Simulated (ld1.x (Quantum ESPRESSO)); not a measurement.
Which change was made? (C, TM)

C, norm-conserving Troullier–Martins (Kleinman–Bylander form), made with ld1.x (Quantum ESPRESSO) 7.5 (PBE, scalar-relativistic). Core [He], reference 2s1.5 2p2.5. Waves: 2p (bound): rc 1.85 bohr; 2s (bound): rc 1.00 bohr. Local part: the s channel. Core correction: a·sin(br)/r model core inside 0.75 bohr.

Cutoffs, loose and tight: the cutoffs (Ry, on a coarse ladder) from which the occupation-weighted sum of valence levels, in a spherical-Bessel basis at the reference potential, stays within 10 and 1 mRy of its value at 400 Ry. They do not see the model core or the augmentation charge, which bear on the density cutoff. Test errors are all-electron minus pseudo excitation energies from the reference, over the configurations 2s2 2p2; 2s2 2p1; 2s2 2p0; 2s1 2p2; 2s1 2p3; 2s1 2p0; 2s2 2p1.5; variants that change the core or the reference have their own tests.

The base gives: outcome: generated; cutoff, loose: 35 Ry; cutoff, tight: 90 Ry; bound ghosts: none; largest test error (meV): +524.

Question: After one change the result is: outcome: generated; cutoff, loose: 30 Ry; cutoff, tight: 40 Ry; bound ghosts: s; largest test error (meV): -17. Which change was it?
A. wave 2p (bound): rc 1.85 bohr becomes 2p (bound): rc 1.32 bohr
B. type PAW; waves now 2s (bound): rcut 0.85, rcutus 1.00 bohr; 2s channel at -0.4 Ry: rcut 0.85, rcutus 1.00 bohr; 2p (bound): rcut 1.60, rcutus 1.85 bohr; 2p channel at 0.55 Ry: rcut 1.60, rcutus 1.85 bohr; local potential all-electron potential smoothed inside 1.30 bohr (lloc = -2); augmentation PSQ, inside the norm-conserving radii
C. all radii but the core radius scaled by about 1.35 (s 1.36, p 2.50 bohr)
D. wave 2s (bound): rc 1.00 bohr becomes 2s (bound): rc 0.86 bohr
E. core none, valence charge 6; reference 1s2 2s1 2p3; waves now 1s (bound): rc 0.30 bohr; 2p (bound): rc 1.75 bohr; local potential the p channel; core correction none

Answer: B. The others give: all radii but the core radius scaled by about 1.35 (s 1.36, p 2.50 bohr) → outcome: generated; cutoff, loose: 30 Ry; cutoff, tight: 70 Ry; bound ghosts: none; largest test error (meV): +1461 | core none, valence charge 6; reference 1s2 2s1 2p3; waves now 1s (bound): rc 0.30 bohr; 2p (bound): rc 1.75 bohr; local potential the p channel; core correction none → outcome: failed: the pseudo-atom did not reach self-consistency | wave 2p (bound): rc 1.85 bohr becomes 2p (bound): rc 1.32 bohr → outcome: generated; cutoff, loose: 50 Ry; cutoff, tight: 100 Ry; bound ghosts: none; largest test error (meV): +220 | wave 2s (bound): rc 1.00 bohr becomes 2s (bound): rc 0.86 bohr → outcome: generated; cutoff, loose: 60 Ry; cutoff, tight: 120 Ry; bound ghosts: none; largest test error (meV): +531.
